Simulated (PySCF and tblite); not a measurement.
The numbers below are computed, except where a source is named.
3 regioisomers of C8H6O2:

```
isomer                                                           SMILES
     A  [O:1]=[CH:2][c:3]1[cH:4][cH:5][c:6]([CH:7]=[O:8])[cH:9][cH:10]1
     B    [O:1]=[CH:2][c:3]1[cH:4][cH:5][cH:6][cH:7][c:8]1[CH:9]=[O:10]
     C  [O:1]=[CH:2][c:3]1[cH:4][cH:5][cH:6][c:7]([CH:8]=[O:9])[cH:10]1
```

Each isomer is a Boltzmann average at 298.15 K over at most 4 conformers: GFN2-xTB geometries, energies PBE0/pcSseg-1 (IEF-PCM, water) (D3(BJ) added where defined), GIAO shieldings PBE0/pcSseg-1 (IEF-PCM, water), GFN2-xTB thermal terms. Programs: PySCF with density fitting and tblite.

**Question.** What shifts does each isomer give (ppm)?

**Answer.** 
A: ¹H (against TMS): 10.33 (H2/H7, 2H), 8.67 (H4/H5/H9/H10, 4H). ¹³C (against TMS): 202.8 (C2/C7), 145.5 (C3/C6), 139.0 (C4/C5/C9/C10).

B: ¹H (against TMS): 11.04 (H2/H9, 2H), 8.61 (H4/H7, 2H), 8.46 (H5/H6, 2H). ¹³C (against TMS): 203.7 (C2/C9), 143.5 (C5/C6), 141.0 (C3/C8), 139.6 (C4/C7).

C: ¹H (against TMS): 10.34 (H2/H8, 2H), 8.97 (H10, 1H), 8.77 (H4/H6, 2H), 8.39 (H5, 1H). ¹³C (against TMS): 202.0 (C2/C8), 145.6 (C4/C6), 141.9 (C3/C7), 141.1 (C10), 137.2 (C5).

Shifts are unscaled: against experiment ¹³C can be off by 15 ppm or more and ¹H by 0.8 ppm. The search found a single conformer for at least one isomer; other rotamers may be missing.
